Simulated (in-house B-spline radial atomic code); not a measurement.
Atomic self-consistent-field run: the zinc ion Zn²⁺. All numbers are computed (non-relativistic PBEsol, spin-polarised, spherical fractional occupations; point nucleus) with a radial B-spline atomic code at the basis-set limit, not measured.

Command:
```bash
python run_scf.py task.json out
```
Settings:
```
Z                30
configuration    [Ar] 3d10
hamiltonian      nr
method           pbesol
spin_polarised   True
```

Output (hartree, bohr):
```
 radial grid: 49 intervals, B-splines of order 8, outer radius 25.5556 bohr

 iter        energy (Eh)    residual
    1       -1773.889827    3.55e-01
    2       -1771.240912    4.83e-01
    3       -1776.420005    1.25e-01
    4       -1776.691039    5.09e-02
    5       -1776.327813    1.17e-01
    6       -1776.782107    5.66e-04
    7       -1776.782100    6.43e-04
    8       -1776.782112    2.91e-05
    9       -1776.782113    1.30e-06
   10       -1776.782113    2.76e-08

 total energy                     -1776.78211
 kinetic                            1775.4284
 electron-nucleus                  -4235.5107
 Hartree                             752.2844
 exchange-correlation                -68.9842

 orbital      occ     eigenvalue          <r>       <r^2>       <1/r>     <1/r^3>       r_max
 1s up      1.000      -346.0911    0.0511357  0.00350363     29.4912           -     0.03373
 1s down    1.000      -346.0911    0.0511357  0.00350363     29.4912           -     0.03373
 2s up      1.000       -42.3139     0.229945    0.062303     6.43039           -      0.1927
 2s down    1.000       -42.3139     0.229945    0.062303     6.43039           -      0.1927
 2p up      3.000       -37.3951     0.199788   0.0488816     6.39843     755.219      0.1535
 2p down    3.000       -37.3951     0.199788   0.0488816     6.39843     755.219      0.1535
 3s up      1.000        -5.3420     0.692933     0.55499     2.04392           -      0.5975
 3s down    1.000        -5.3420     0.692933     0.55499     2.04392           -      0.5975
 3p up      3.000        -3.7809     0.719088    0.610947      1.9149     96.7183      0.5966
 3p down    3.000        -3.7809     0.719088    0.610947      1.9149     96.7183      0.5966
 3d up      5.000        -1.1414     0.875074     1.00628     1.53727     9.68763      0.5648
 3d down    5.000        -1.1414     0.875074     1.00628     1.53727     9.68763      0.5648
```

Cost of the run: 0.08 s on 1 thread of Intel(R) Xeon(R) 6975P-C, on a shared host.
